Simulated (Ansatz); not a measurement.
Species: H$_{2}$GeS, SMILES `[S]=[GeH2]` with one electron removed (charge 1, multiplicity 2), formula H2GeS.

Q: How many basis functions does frozen-core CCSD(T)/def2-TZVPP // r2SCAN-D4/def2-TZVP (Ansatz, a first-principles code) use, how many core orbitals are frozen, and how many electrons are correlated?

A: 118 basis functions and 14 frozen orbitals, which leaves 21 correlated electrons (filled d shells below the valence shell are correlated). Core time is of the order of seconds.
